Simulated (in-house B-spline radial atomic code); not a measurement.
Successive ionisation energies of scandium; each step leads to the configuration of the next row (after the last: bare). Dirac energy differences include first-order Breit, QED and recoil terms. NIST's values go from ground level to ground level; the uncertainty of those that are theory runs from under 0.1 % in few-electron ions to several per cent in heavy many-electron ones. Computed with a radial B-spline atomic code at the basis-set limit: Dirac-Hartree-Fock, average of the configuration, finite nuclei.

```json
{"ion": "Sc12+", "configuration": "[He] 2s2 2p5", "ionisation energy (eV)": "761.3", "tabulated value (eV)": "757.7", "tabulated kind": "semi-empirical", "computed minus tabulated (eV)": "4", "highest orbital": "2p3/2", "largest mean radius (bohr)": "0.33107"}
{"ion": "Sc13+", "configuration": "[He] 2s2 2p4", "ionisation energy (eV)": "839.3", "tabulated value (eV)": "833.2", "tabulated kind": "semi-empirical", "computed minus tabulated (eV)": "6", "highest orbital": "2p3/2", "largest mean radius (bohr)": "0.32575"}
{"ion": "Sc14+", "configuration": "[He] 2s2 2p3", "ionisation energy (eV)": "920.3", "tabulated value (eV)": "926.5", "tabulated kind": "semi-empirical", "computed minus tabulated (eV)": "-6", "highest orbital": "2p3/2", "largest mean radius (bohr)": "0.32057"}
{"ion": "Sc15+", "configuration": "[He] 2s2 2p2", "ionisation energy (eV)": "?", "tabulated value (eV)": "?", "tabulated kind": "semi-empirical", "computed minus tabulated (eV)": "?", "highest orbital": "?", "largest mean radius (bohr)": "?"}
{"ion": "Sc16+", "configuration": "[He] 2s2 2p1", "ionisation energy (eV)": "1090.9", "tabulated value (eV)": "1093.5", "tabulated kind": "semi-empirical", "computed minus tabulated (eV)": "-3", "highest orbital": "2p3/2", "largest mean radius (bohr)": "0.31062"}
{"ion": "Sc17+", "configuration": "[He] 2s2", "ionisation energy (eV)": "1206.9", "tabulated value (eV)": "1213.1", "tabulated kind": "semi-empirical", "computed minus tabulated (eV)": "-6", "highest orbital": "2s1/2", "largest mean radius (bohr)": "0.30585"}
{"ion": "Sc18+", "configuration": "[He] 2s1", "ionisation energy (eV)": "1287.8", "tabulated value (eV)": "1287.957", "tabulated kind": "tabulated theory", "computed minus tabulated (eV)": "0", "highest orbital": "2s1/2", "largest mean radius (bohr)": "0.30147"}
{"ion": "Sc19+", "configuration": "1s2", "ionisation energy (eV)": "?", "tabulated value (eV)": "?", "tabulated kind": "tabulated theory", "computed minus tabulated (eV)": "?", "highest orbital": "?", "largest mean radius (bohr)": "?"}
{"ion": "Sc20+", "configuration": "1s1", "ionisation energy (eV)": "6033.8", "tabulated value (eV)": "6033.756", "tabulated kind": "tabulated theory", "computed minus tabulated (eV)": "0", "highest orbital": "1s1/2", "largest mean radius (bohr)": "0.070866"}
```

Task: Fill in the row of Sc15+.

Result: ionisation energy (eV): 1004.2; tabulated value (eV): 1008.6; computed minus tabulated (eV): -4; highest orbital: 2p3/2; largest mean radius (bohr): 0.31553.

Task: Fill in the row of Sc19+.

Result: ionisation energy (eV): 5673.5; tabulated value (eV): 5674.904; computed minus tabulated (eV): -1; highest orbital: 1s1/2; largest mean radius (bohr): 0.07217.

Task: Where is the largest jump?

Result: From Sc18+ to Sc19+, by a factor of 4.41 (1287.8 to 5673.5 eV); the highest orbital goes from 2s1/2 to 1s1/2.

Where a p, d or f electron is removed, the computed value is a mean over both j, so it misses the tabulated one by a part of the spin-orbit splitting; averaging over terms and missing correlation add to the gap, relatively most at low charge.
